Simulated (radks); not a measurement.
The numbers below are computed, except where a source is named.
Question: Isoelectronic series with 20 electrons, each ion in its NIST ground configuration. Code: a radial shooting solver on a logarithmic mesh with Libxc functionals. Model: scalar-relativistic Kohn-Sham, PBE, spin-polarised, spherical densities, finite nucleus; open shells are filled with parallel spins first (spin-orbit coupling, left out, can overturn this in heavy ions); Fermi nuclear charge, rms radius of each element as measured or else 0.836 A^(1/3) + 0.57 fm. Total energies (hartree) and mean radii <r> (bohr) (* marks an orbital that is empty in some or all of the ions):

ion,configuration,E (hartree),4s*,3p
Ca,[Ar] 4s2,-680.32405,4.020,1.271
Ti2+,[Ar] 3d2,-852.82664,2.911,1.083
Fe6+,[Ar] 3d2,-1262.04389,1.812,0.7931
Ni8+,[Ar] 3d2,-1498.56734,1.546,0.7000
Zn10+,[Ar] 3d2,-1756.50048,1.352,0.6268
Ge12+,[Ar] 3d2,-2035.97930,1.204,0.5676
Se14+,[Ar] 3d2,-2337.15958,1.086,0.5187
Kr16+,[Ar] 3d2,-2660.21377,0.9897,0.4775
Sr18+,[Ar] 3d2,-3005.33123,0.9093,0.4424
Zr20+,[Ar] 3d2,-3372.71753,0.8410,0.4121
Mo22+,[Ar] 3d2,-3762.59301,0.7822,0.3856
Ru24+,[Ar] 3d2,-4175.20057,0.7310,0.3623
Pd26+,[Ar] 3d2,-4610.79719,0.6860,0.3416

Estimate the row of Cr4+ ([Ar] 3d2).

Answer: E (hartree) -1046.81975; 4s* 2.211; 3p 0.9156.
